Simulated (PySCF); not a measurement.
Gas-phase reaction: InHCl2 + InCl3 = 2 InCl2 + HCl

Energies from PySCF, thermal terms from the rigid-rotor harmonic-oscillator model, ideal gas at 1 bar. † marks an energy on the PBE0/def2-TZVP geometry and frequencies; other levels use their own. MP2 freezes the core. Open shells (unrestricted): InCl2 (multiplicity 2); the rest are closed-shell singlets. In: scalar-relativistic def2 core potential, no spin-orbit coupling. InHCl2, InCl2: computed as isolated molecules; such fragments, hydroxides, amides, oligomers or adducts are transient or little studied in the gas. MP2 isn't extrapolated to the basis-set limit.

ωB97X-V/def2-TZVP† gives ΔH°(298 K) = 230 kJ.

Task: What do MP2/def2-TZVPP†, PBE0/def2-TZVP, LDA/def2-TZVP† give?

Result: MP2/def2-TZVPP†: 224 kJ; PBE0/def2-TZVP: 194 kJ; LDA/def2-TZVP†: 217 kJ. For scale, ΔH°(298 K) is 230 kJ at this level, 220 kJ at ωB97M-V/def2-TZVP†, and runs from 139 to 230 kJ over the 18 levels computed.
